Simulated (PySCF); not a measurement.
thiourea cation (CH4N2S), SMILES NC(N)=S (connectivity only; charge and spin as stated), charge +1, multiplicity 2. Atoms are numbered in the order given.

```xyz
8

N      0.0000     1.1595    -1.0265
C      0.0000     0.0000    -0.3826
N      0.0000    -1.1595    -1.0265
S      0.0000     0.0000     1.3629
H      0.0000     1.2078    -2.0433
H      0.0000     2.0444    -0.5268
H      0.0000    -1.2078    -2.0433
H      0.0000    -2.0444    -0.5268
```
Charge +1, spin multiplicity 2.

Coordinates come from a B3LYP-D3(BJ)/def2-SVP optimisation. The geometry has at least one imaginary mode, so it is a saddle point at that level. The spin state was assumed, not searched. One conformer was computed; it need not be the lowest.

Level of theory: PySCF with PBE0/pcH-1.

Unrestricted Kohn–Sham, ⟨S²⟩ = 0.754. Hyperfine tensors hold the contact and dipolar terms, without spin-orbit corrections.

Problem. Estimate the hyperfine couplings. (Estimate from the structure and the level; the computed values follow.)

Solution. 
```
nucleus    A(iso) (MHz)  A(iso) (G)  dipolar principal values (MHz)
---------  ------------  ----------  ------------------------------
14N no. 1          10.0         3.6                 -1.2, -0.6, 1.8
13C no. 2         -23.3        -8.3                  -3.1, 0.9, 2.2
14N no. 3          10.0         3.6                 -1.2, -0.6, 1.8
33S no. 4          11.1         3.9             -94.5, -90.7, 185.2
1H no. 5           13.7         4.9                 -2.1, -1.5, 3.6
1H no. 6            0.4         0.2                 -5.1, -2.8, 7.8
1H no. 7           13.7         4.9                 -2.1, -1.5, 3.6
1H no. 8            0.4         0.2                 -5.1, -2.8, 7.8
```
